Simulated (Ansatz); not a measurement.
Relaxation of C$_{2}$H$_{10}$N$_{2}$Si (15 atoms, charge 0, multiplicity 1), to a largest force component of 0.03 eV/Å in at most 50 steps.

The calculation used Ansatz 0.2.0, UKS PBE0/def2-SVP.

```xyz
15
Properties=species:S:1:pos:R:3
Si 0.118 0.752 1.791
N 0.447 -0.156 -1.186
C -0.566 -1.064 -1.650
C 0.267 1.081 -1.347
H -0.765 1.310 0.787
H -0.480 0.961 3.147
H 1.381 1.565 1.729
N 0.329 -0.953 1.617
H -0.927 -1.659 -0.791
H -1.433 -0.563 -2.129
H -0.120 -1.772 -2.374
H 1.030 1.794 -1.004
H -0.617 1.506 -1.859
H 0.457 -1.529 2.443
H 0.877 -1.273 0.825
```

Question: Where does it end, and by what steps?

Answer: It converged. After 21 steps the energy has fallen by 0.277 eV; H13 moved furthest, 1.51 Å.

```
step  energy less start (eV)  largest force component (eV/Å)  accepted
   0                  0.0000                           0.947       yes
   1                 -0.0781                           0.917       yes
   2                 -0.1577                           0.309       yes
   3                 -0.1924                           0.195       yes
   4                 -0.2050                           0.331       yes
   5                 -0.2241                           0.219       yes
   6                 -0.2336                           0.247       yes
   7                 -0.2447                           0.283       yes
   8                 -0.2534                           0.185       yes
   9                 -0.2578                           0.279       yes
  10                 -0.2611                           0.462       yes
  11                 -0.2592                           0.215        no
  12                 -0.2677                           0.088       yes
  13                 -0.2707                           0.166       yes
  14                 -0.2733                           0.063       yes
  15                 -0.2749                           0.126       yes
  16                 -0.2757                           0.169       yes
  17                 -0.2763                           0.104       yes
  18                 -0.2769                           0.067       yes
  19                 -0.2771                           0.047       yes
  20                 -0.2773                           0.030       yes
  21                 -0.2774                           0.028       yes
```

```xyz
15
Properties=species:S:1:pos:R:3
Si -0.013 0.690 2.652
N 0.304 -0.104 -1.403
C -0.739 -1.042 -1.717
C 0.548 0.845 -2.199
H -1.133 1.445 2.008
H -0.483 0.111 3.949
H 1.042 1.705 3.002
N 0.449 -0.595 1.596
H -1.438 -1.095 -0.867
H -1.297 -0.801 -2.642
H -0.300 -2.048 -1.816
H 1.342 1.565 -1.958
H -0.005 0.999 -3.147
H 1.104 -1.290 1.936
H 0.620 -0.382 0.608
```

Whether the end is a true minimum wasn't checked by a vibrational analysis.

Time of the run: 120 s on 4 threads of Arm Neoverse N1, on a shared host, peak memory 0.42 GiB.
